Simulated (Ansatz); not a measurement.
Born–Oppenheimer molecular dynamics of Cl₂H₂OSn (6 atoms, charge 0, multiplicity 1). It starts at the highest image of a converged band. Of that band: Neighbouring images differ by up to 1.8 eV, so the band resolves the path poorly. A vibrational analysis at the climbing image gives one clearly imaginary mode, 1017i cm⁻¹: a first-order saddle point.

All numbers below come from RKS PBE/def2-SVP (Ansatz).

| Quantity | Value |
| --- | --- |
| ensemble | NVE (velocity Verlet) |
| time step | 0.5 fs |
| steps asked | 200 |
| starting velocities drawn for | 300 K |
| seed | 8008 |

First frame:

```xyz
6
Properties=species:S:1:pos:R:3
Sn -0.197 0.062 0.409
H 0.899 -0.101 1.802
O 1.933 -0.019 0.465
H 2.331 -0.872 0.182
Cl -0.813 1.895 -0.985
Cl -0.883 -1.917 -0.734
```

Q: How far do the bonds stretch over the last three quarters of this one trajectory? (Pairs bonded in most of those frames.)

A: 
```csv
bond,mean (Å),spread (Å),shortest,longest
Sn1–Cl5,2.455,0.029,2.40,2.49
Sn1–Cl6,2.462,0.028,2.41,2.50
O3–H4,0.982,0.022,0.94,1.02
```

Mean temperature of the second half: 2423 K. The conserved energy wandered by up to 7.8 meV per atom (net -6.3 meV per atom), which is poor conservation. The kinetic energy rose, since the run started high on the potential surface and went downhill. It ends in pieces (Cl2Sn + H2O), so much of that is their flight and rotation, not heat. A run of 0.1 ps of so small a system gives no equilibrium averages. The orbitals stay closed-shell, which can raise the energy where a bond breaks towards radicals; this wasn't checked here.

Run time: 4.8 min on 2 threads of Arm Neoverse V1, on a shared host, peak memory 0.12 GiB.
